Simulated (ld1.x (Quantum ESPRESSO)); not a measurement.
# Reading a pseudo-wave (Si (Z = 14))

Columns: radius, all-electron u(r) and pseudo u(r) of the 3s shell (level -10.77 eV) of silicon in the configuration [Ne] 3s2 3p2; PBE, non-relativistic, ultrasoft scheme, ld1.x (Quantum ESPRESSO) 7.5.

| r (bohr) | all-electron | pseudo |
| --- | --- | --- |
| 0.115 | 0.0896 | 0.0477 |
| 0.230 | -0.1936 | 0.0965 |
| 0.345 | -0.3304 | 0.1476 |
| 0.460 | -0.3108 | 0.2016 |
| 0.575 | -0.1980 | 0.2587 |
| 0.690 | -0.0447 | 0.3188 |
| 0.805 | 0.1160 | 0.3808 |
| 0.920 | 0.2658 | 0.4435 |
| 1.035 | 0.3957 | 0.5050 |
| 1.150 | 0.5025 | 0.5634 |
| 1.265 | 0.5867 | 0.6164 |
| 1.380 | 0.6501 | 0.6618 |
| 1.495 | 0.6946 | 0.6977 |
| 1.610 | 0.7223 | 0.7226 |
| 1.725 | 0.7355 | 0.7355 |
| 1.840 | 0.7367 | 0.7367 |
| 1.955 | 0.7280 | 0.7280 |
| 2.070 | 0.7115 | 0.7115 |
| 2.185 | 0.6890 | 0.6890 |
| 2.300 | 0.6621 | 0.6621 |
| 2.415 | 0.6321 | 0.6321 |
| 2.530 | 0.6000 | 0.6000 |
| 2.645 | 0.5668 | 0.5668 |
| 2.760 | 0.5332 | 0.5332 |
| 2.875 | 0.4997 | 0.4997 |
| 2.990 | 0.4668 | 0.4668 |

Task: How many radial nodes do the two functions have?

Result: The all-electron 3s function has n − l − 1 = 2; the pseudo-wave has 0, since the states of the same l below it are removed with the core.

Task: At about which radius was the pseudo-wave matched?

Result: 1.70 bohr, where the columns begin to agree (steps of 0.12 bohr).

Task: Where does each function peak?

Result: Outermost all-electron maximum near 1.84 bohr, pseudo maximum near 1.84 bohr (to the table’s step).

Task: Is the pseudo-wave norm-conserving?

Result: No, it belongs to an ultrasoft set: the norm inside the radius is not constrained, and the difference is carried by the augmentation charge.
